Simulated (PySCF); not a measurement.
Compound: C₈H₁₈O.
Structure used (PBE0-D3(BJ)/def2-SVP), in Å, numbered top down from 1:
```
atom  x, y, z in Å
C1     4.5607   -0.4805    0.1630
C2     3.2260    0.1594    0.5099
C3     2.0408   -0.4932   -0.1880
C4     0.6996    0.1377    0.1563
C5    -0.4842   -0.5139   -0.5432
C6    -1.8233    0.1171   -0.1939
C7    -3.0106   -0.5356   -0.8852
C8    -4.3285    0.1781   -0.6288
O9    -4.3228    1.5186   -1.0468
H10    4.7616   -0.4237   -0.9191
H11    4.5774   -1.5464    0.4425
H12    5.3969    0.0120    0.6821
H13    3.2506    1.2331    0.2524
H14    3.0680    0.1205    1.6024
H15    2.1940   -0.4521   -1.2822
H16    2.0151   -1.5689    0.0661
H17    0.7244    1.2132   -0.0971
H18    0.5453    0.0955    1.2499
H19   -0.5073   -1.5911   -0.2955
H20   -0.3323   -0.4662   -1.6373
H21   -1.9754    0.0775    0.9001
H22   -1.8134    1.1894   -0.4522
H23   -3.1076   -1.5896   -0.5698
H24   -2.8295   -0.5693   -1.9772
H25   -4.5347    0.1992    0.4541
H26   -5.1577   -0.3905   -1.0963
H27   -4.1536    1.5309   -1.9948
```

Computed with PySCF at PBE0/pcSseg-1, non-relativistic, on one gas-phase PBE0-D3(BJ)/def2-SVP geometry that isn't relaxed in the solvent. The solvent is an IEF-PCM continuum (cavity from Bondi-type radii × 1.2). Specific hydrogen bonds and non-electrostatic terms are outside this model.

Gas phase at PBE0/pcSseg-1: HOMO -7.70 eV, LUMO 1.31 eV, dipole 1.55 D.

Question: What does the continuum do to the energy, the frontier levels and the dipole at PBE0/pcSseg-1 in chloroform and acetone?

Answer: 
| solvent | ε | E(solvent) − E(gas) (kJ/mol) | polarisation term (kJ/mol) | distortion of the solute (kJ/mol) | HOMO (eV) | LUMO (eV) | dipole (D) |
| --- | --- | --- | --- | --- | --- | --- | --- |
| chloroform | 4.711 | -13.98 | -15.09 | 1.11 | -7.67 | 1.55 | 1.85 |
| acetone | 20.49 | -18.89 | -20.99 | 2.10 | -7.68 | 1.61 | 1.99 |

The first energy column is the sum of the next two and covers electrostatics alone. From chloroform to acetone the lowering changes by a factor 1.35, Onsager's factor (ε − 1)/(2ε + 1) by 1.30 and ε itself by 4.3.

Question: Which radius a makes the point-dipole formula ΔE = −[(ε − 1)/(2ε + 1)]·μ²/a³ give the value in acetone, with the gas-phase dipole?

Answer: μ = 0.609 au and |ΔE| = 0.00719 Eh give a = 1.53 Å; the farthest nucleus lies 5.53 Å from the centroid of the nuclei, so such a sphere wouldn't even hold the nuclei. The formula assumes a rigid point dipole at the centre of a sphere.

Question: Give the dipole vector in the frame of the coordinates (D, pointing from negative to positive charge), gas and acetone.

Answer: Gas (0.31, -1.19, -0.94), solvent (0.32, -1.53, -1.23). Its length changes by +28 % and its direction by 2°.

Question: Which Hirshfeld charges (PBE0/pcSseg-1) respond most in acetone (means over atoms taken as equivalent)?

Answer: 
```
  atoms         environment  gas (e)  solvent (e)  change
     O9      alcohol oxygen   -0.226       -0.247  -0.021
    H27   hydroxyl hydrogen   +0.163       +0.175  +0.012
H23/H24  methylene hydrogen   +0.034       +0.039  +0.005
H21/H22  methylene hydrogen   +0.032       +0.029  -0.003
     C1       methyl carbon   -0.115       -0.117  -0.002
     C7    chain CH2 carbon   -0.075       -0.073  +0.002
```

Question: Which Mayer bond orders change most in acetone?

Answer: 
```
  bond  length (Å)    gas  solvent  change
 C8–O9       1.404  0.951    0.941  -0.010
O9–H27       0.963  0.953    0.943  -0.010
 C7–C8       1.521  1.045    1.051  +0.006
 C5–C6       1.521  1.039    1.042  +0.003
 C6–C7       1.521  1.014    1.016  +0.002
C6–H21       1.105  0.949    0.947  -0.002
C6–H22       1.103  0.942    0.944  +0.002
C7–H23       1.104  0.944    0.942  -0.002
```
